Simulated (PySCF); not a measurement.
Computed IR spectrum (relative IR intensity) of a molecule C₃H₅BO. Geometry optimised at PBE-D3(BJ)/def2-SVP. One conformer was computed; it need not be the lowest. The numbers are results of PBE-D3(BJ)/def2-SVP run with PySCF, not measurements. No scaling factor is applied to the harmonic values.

| ν (cm⁻¹) | relative intensity |
|---|---|
| 357 | 2.2 |
| 587 | 26 |
| 732 | 15 |
| 770 | 6.7 |
| 889 | 18 |
| 945 | 2.1 |
| 1104 | 13 |
| 1116 | 19 |
| 1370 | 4.5 |
| 1455 | 100 |
| 1544 | 2.4 |
| 2965 | 7.1 |
| 3012 | 4.2 |
| 3037 | 8.8 |
| 3143 | 2.1 |
| 3728 | 17 |

Task: Which molecule gave these data?
A. CB1C=CO1
B. OB1C=CC1
C. C#CB(C)O
D. C#CBOC

Result: B, OB1C=CC1
